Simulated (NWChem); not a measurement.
System: C3H6OSi; SMILES C=C[SiH2]C=O

NWChem input:

```
start job
memory heap 200 mb stack 900 mb global 1100 mb
geometry units angstroms noautosym nocenter noautoz
  C      0.559451    -2.396455    -0.324366
  C      0.527684    -1.240759     0.352267
  Si    -0.855937    -0.000567     0.198887
  C     -0.139881     1.738818    -0.264362
  O      0.926291     2.117414     0.185461
  H     -0.233625    -2.689528    -1.010303
  H      1.380981    -3.104574    -0.224229
  H      1.359192    -1.006682     1.018438
  H     -1.574511     0.206317     1.488016
  H     -1.835776    -0.440058    -0.833344
  H     -0.722276     2.418702    -0.936962
end
basis spherical
  * library 6-31g*
end
dft
  xc b3lyp
  iterations 150
end
cosmo
  do_cosmo_smd true
  solvent toluene
end
task dft energy
```

NWChem printed, in part:

```
             Northwest Computational Chemistry Package (NWChem) 7.3.0
             --------------------------------------------------------

                             Geometry "geometry" -> ""
                             -------------------------

 Output coordinates in angstroms (scale by  1.889725989 to convert to a.u.)

  No.       Tag          Charge          X              Y              Z
 ---- ---------------- ---------- -------------- -------------- --------------
    1 C                    6.0000     0.55945100    -2.39645500    -0.32436600
    2 C                    6.0000     0.52768400    -1.24075900     0.35226700
    3 Si                  14.0000    -0.85593700    -0.00056700     0.19888700
    4 C                    6.0000    -0.13988100     1.73881800    -0.26436200
    5 O                    8.0000     0.92629100     2.11741400     0.18546100
    6 H                    1.0000    -0.23362500    -2.68952800    -1.01030300
    7 H                    1.0000     1.38098100    -3.10457400    -0.22422900
    8 H                    1.0000     1.35919200    -1.00668200     1.01843800
    9 H                    1.0000    -1.57451100     0.20631700     1.48801600
   10 H                    1.0000    -1.83577600    -0.44005800    -0.83334400
   11 H                    1.0000    -0.72227600     2.41870200    -0.93696200

 Effective nuclear repulsion energy (a.u.)     198.6335643890

                                 NWChem DFT Module
                                 -----------------

 Summary of "ao basis" -> "ao basis" (spherical)
 ------------------------------------------------------------------------------
       Tag                 Description            Shells   Functions and Types
 ---------------- ------------------------------  ------  ---------------------
 C                           6-31g*                  6       14   3s2p1d
 Si                          6-31g*                  8       18   4s3p1d
 O                           6-31g*                  6       14   3s2p1d
 H                           6-31g*                  2        2   2s

 in cosmo_initialize ...
 calling solv_data for solv:toluene

 solvent parameters
 solvname_short: toluene
 solvname_long:  toluene
 dielec:        2.3741
 dielecinf:     2.2383
 nonaqueous SMD model solvent descriptors
 dielec:        2.3741
 sola:          0.0000
 solb:          0.1400
 solc:          0.8570
 solg:         40.2000
 solh:          0.0000
 soln:          1.4961

          ---------------
          -cosmo- solvent
          ---------------
 Cosmo: York-Karplus, doi: 10.1021/jp992097l
 dielectric constant -eps-     =   2.37
 screen = (eps-1)/(eps    )    =   0.57879
 surface charge correction     = lagrangian

   van der Waals surface
 --------------------------

[...]

                                COSMO-SMD solvation results
                                ---------------------------

             internal energy in gas <Psi(g)|H|Psi(g)> =      -482.588345469432
         internal energy in solvent <Psi(s)|H|Psi(s)> =      -482.588131139455
                               delta internal energy  =         0.000214329977 (    0.13 kcal/mol)
   total free energy in solvent <Psi(s)|H+V/2|Psi(s)> =      -482.591471866673
 polarization energy contribution <Psi(s)|V/2|Psi(s)> =        -0.003340727218 (   -2.10 kcal/mol)
    total free energy in solvent including G(SMD-CDS) =      -482.591922473795
                       G(SMD-CDS) energy contribution =        -0.000450607121 (   -0.28 kcal/mol)
     1 M fixed-concentration free energy of solvation =        -0.003577004363 (   -2.24 kcal/mol)

                       DFT Final Molecular Orbital Analysis
                       ------------------------------------

 Vector   21  Occ=2.000000D+00  E=-3.232750D-01
              MO Center=  1.3D-01, -1.1D+00,  1.4D-01, r^2= 3.3D+00
   Bfn.  Coefficient  Atom+Function         Bfn.  Coefficient  Atom+Function
  ----- ------------  ---------------      ----- ------------  ---------------
    35     -0.300282   3 Si px               17      0.294771   2 C  px
    18     -0.191164   2 C  py                3     -0.185076   1 C  px
    80      0.184479   8 H  s                78     -0.173970   7 H  s
    79      0.164790   8 H  s                36      0.163215   3 Si py
    77     -0.157950   7 H  s                76      0.155610   6 H  s

 Vector   22  Occ=2.000000D+00  E=-2.840660D-01
              MO Center=  4.2D-01, -1.5D+00,  7.5D-02, r^2= 2.5D+00
   Bfn.  Coefficient  Atom+Function         Bfn.  Coefficient  Atom+Function
  ----- ------------  ---------------      ----- ------------  ---------------
    19      0.283075   2 C  pz                5      0.278572   1 C  pz
    17     -0.209926   2 C  px                9      0.200890   1 C  pz
    23      0.194500   2 C  pz                4     -0.183082   1 C  py
     3     -0.161258   1 C  px               82     -0.148089   9 H  s
    18     -0.147309   2 C  py               21     -0.129765   2 C  px

 Vector   23  Occ=2.000000D+00  E=-2.355769D-01
              MO Center=  2.5D-01,  1.6D+00, -3.6D-02, r^2= 2.9D+00
   Bfn.  Coefficient  Atom+Function         Bfn.  Coefficient  Atom+Function
  ----- ------------  ---------------      ----- ------------  ---------------
    64      0.455689   5 O  py               68      0.345702   5 O  py
    86     -0.287845  11 H  s                36      0.258869   3 Si py
    65     -0.238800   5 O  pz               50     -0.209254   4 C  py
    85     -0.187195  11 H  s                69     -0.179804   5 O  pz
    52      0.175644   4 C  s                34      0.159523   3 Si s

 Vector   24  Occ=0.000000D+00  E=-5.149796D-02
              MO Center=  3.9D-02,  1.5D+00, -8.7D-02, r^2= 2.7D+00
   Bfn.  Coefficient  Atom+Function         Bfn.  Coefficient  Atom+Function
  ----- ------------  ---------------      ----- ------------  ---------------
    55      0.368865   4 C  pz               51      0.346381   4 C  pz
    69     -0.333829   5 O  pz               65     -0.328266   5 O  pz
    82     -0.319900   9 H  s                53     -0.221609   4 C  px
    49     -0.208009   4 C  px               41      0.200855   3 Si pz
    39     -0.192341   3 Si px               63      0.190185   5 O  px

 Vector   25  Occ=0.000000D+00  E=-1.410879D-02
              MO Center=  2.5D-01, -1.4D+00,  2.3D-02, r^2= 3.6D+00
   Bfn.  Coefficient  Atom+Function         Bfn.  Coefficient  Atom+Function
  ----- ------------  ---------------      ----- ------------  ---------------
     9      0.419740   1 C  pz               23     -0.348678   2 C  pz
    40      0.346669   3 Si py                5      0.301282   1 C  pz
    52     -0.301656   4 C  s                 7     -0.279911   1 C  px
    22      0.272235   2 C  py               19     -0.249385   2 C  pz
     8     -0.232522   1 C  py                3     -0.201382   1 C  px

 Vector   26  Occ=0.000000D+00  E= 5.310303D-02
              MO Center= -9.7D-01, -7.1D-02,  1.2D-01, r^2= 5.0D+00
   Bfn.  Coefficient  Atom+Function         Bfn.  Coefficient  Atom+Function
  ----- ------------  ---------------      ----- ------------  ---------------
    40      1.070776   3 Si py               20      0.889664   2 C  s
    52     -0.780318   4 C  s                39     -0.570478   3 Si px
     6      0.395410   1 C  s                41     -0.335519   3 Si pz
    21     -0.284114   2 C  px               23      0.277418   2 C  pz
    76     -0.234687   6 H  s                 9     -0.221170   1 C  pz

     Multipole analysis of the density
     ---------------------------------

     L   x y z        total         alpha         beta         nuclear
     -   - - -        -----         -----         ----         -------
     0   0 0 0     -0.000000    -23.000000    -23.000000     46.000000

     1   1 0 0     -0.520847      0.226446      0.226446     -0.973740
     1   0 1 0     -0.642513     -1.195420     -1.195420      1.748327
     1   0 0 1     -0.327372     -2.385017     -2.385017      4.442663

     2   2 0 0    -28.769116    -69.676887    -69.676887    110.584657
     2   1 1 0     -4.074325      5.150796      5.150796    -14.375918
     2   1 0 1      0.578441     -0.449522     -0.449522      1.477484
     2   0 2 0    -28.246036   -231.377701   -231.377701    434.509365
     2   0 1 1     -0.469376     -5.982424     -5.982424     11.495471
     2   0 0 2    -27.867824    -29.144619    -29.144619     30.421414
```

Level: B3LYP/6-31G* (spherical d), SMD on the gas-phase geometry. Coordinates come from a B3LYP/6-31G* (spherical d) optimisation. Solvent: toluene.
